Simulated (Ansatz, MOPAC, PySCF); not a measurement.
Dimer: N2 (SMILES N#N) (first 2 atoms) with AsH3 (SMILES [AsH3]); geometry from B3LYP-D3(BJ)/def2-TZVP, rigid monomers moved along the line of their centres of mass till N2···As3 is 4.92 Å.
(charge 0, multiplicity 1):
| atom | x (Å) | y (Å) | z (Å) |
|---|---|---|---|
| N | 0.2416 | -0.2329 | -1.0082 |
| N | 0.4601 | -0.6963 | -0.0452 |
| As | -0.6217 | 0.2676 | 4.6543 |
| H | 0.8630 | -0.0694 | 4.7251 |
| H | -1.0050 | -1.2006 | 4.5103 |
| H | -0.7665 | 0.2183 | 6.1723 |

Interaction energies are E(AB) − E(A) − E(B) at the monomers' geometry in the complex; basis-set methods are counterpoise corrected. Rows marked so take none.

Cores are frozen in the correlated methods. Filled d and f shells under p-block atoms count as core. CBS: X⁻³ extrapolation of the correlation energy, Hartree–Fock from the larger set. Rows in 3-21G, 6-31G*, STO-3G carry no dispersion term and start afresh at each structure (6-31G* with six Cartesian d functions); the Pople sets are all-electron and without relativity. MP2/6-31G* freezes PySCF's default core, which leaves 3d correlated. The state reached by PM3, PM7 isn't checked; PM7 holds dispersion and hydrogen-bond terms.

Programs: Ansatz (a first-principles code) with Gaussian orbitals; MOPAC for PM3, PM7 (differences of heats of formation); PySCF for 3-21G rows, 6-31G* rows, STO-3G rows, the dispersion terms. Values without a source in brackets are computed.

Other levels give for the interaction energy: PBE/def2-TZVPPD -0.4; B3LYP/def2-TZVPPD 0.1; B3LYP-D3(BJ)/def2-TZVPPD -0.7; wB97M-V/def2-TZVPPD -0.7; CCSD(T)/CBS(aug-cc-pVDZ, aug-cc-pVTZ) -0.7 kJ/mol.

### Question
What do these common cheap choices give for the same quantity: PM3, PM7, HF/STO-3G (no counterpoise), HF/3-21G (no counterpoise), B3LYP/6-31G*, B3LYP/6-31G* (no counterpoise), M06-2X/6-31G* (no counterpoise), MP2/6-31G*?

### Answer
PM3 0.8; PM7 -0.3; HF/STO-3G (no counterpoise) -0.3; HF/3-21G (no counterpoise) -0.5; B3LYP/6-31G* -0.1; B3LYP/6-31G* (no counterpoise) -0.4; M06-2X/6-31G* (no counterpoise) -0.9; MP2/6-31G* -0.6 kJ/mol. They span -0.9 to 0.8 kJ/mol.
